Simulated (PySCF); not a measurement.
## Two-component Hartree-Fock for Rh³⁺ (rhodium, charge +3)

Start: [Kr] 4d5 5s1; 4d5/2 filled at m_j = -3/2, -1/2, +1/2, +3/2, +5/2; 5s1/2 filled at m_j = +1/2. Calculated with PySCF 2.14 in x2c-SVPall-2c with one added diffuse shell each of s, p, d type (7s9p7d1f, 76 functions): generalised Hartree-Fock with the X2C-1e Hamiltonian and a Gaussian nucleus; one run each with spin-orbit coupling (SO) switched off, then screened by Boettger's factors. This is a chosen level, not necessarily the ground level.

```
spinor shell  electrons  ε, spin-free (eV)  ε, screened SO (eV)  weight of nominal j (screened SO)  rms radius, screened SO (bohr)
       1s1/2          2           -23382.7             -23381.2                              1.000                          0.0375
       2s1/2          2            -3508.9              -3508.5                              1.000                           0.154
       2p1/2          2            -3143.4              -3243.5                              1.000                           0.134
       2p3/2          4            -3143.4              -3096.8                              1.000                           0.138
       3s1/2          2            -698.38              -698.27                              1.000                           0.415
       3p1/2          2            -574.84              -592.72                              1.000                           0.411
       3p3/2          4            -574.84              -566.47                              1.000                           0.422
       3d3/2          4            -377.42              -380.66                              0.954                           0.401
       3d5/2          6            -377.42              -375.14                              0.969                           0.404
       4s1/2          2            -143.26              -143.23                              1.000                            1.04
       4p1/2          2            -104.61              -111.94                              0.672                            1.13
       4p3/2          4            -104.61              -101.03                              0.836                            1.13
       4d5/2          5            -54.471              -54.462                              0.566                            1.42
       5s1/2          1            -34.392              -34.389                              1.000                            2.94
```

```csv
quantity,spin-free,screened SO
E (hartree),-4778.18433,-4778.90434
M_J,3,3
⟨J²⟩,12.000,12.000
⟨L²⟩,0.000,0.029
⟨S²⟩,12.000,11.958
```

Each row is a mean over spinors that exchange with the open shell spreads, by up to 12.282 eV (4p3/2).

Rows whose weight is well below 1 are mixtures of j = l ± 1/2: exchange outweighs spin-orbit coupling there, and the label is only the starting occupation.

Breit and QED terms are absent; they matter most for the inner s and p1/2 levels.

Densities and radii are taken from the X2C orbitals without a picture-change correction, which distorts them close to the nucleus.

Without spin-orbit coupling the j labels of p, d and f shells carry no meaning; the spin-free column gives the mean over the occupied spinors of each nl shell.
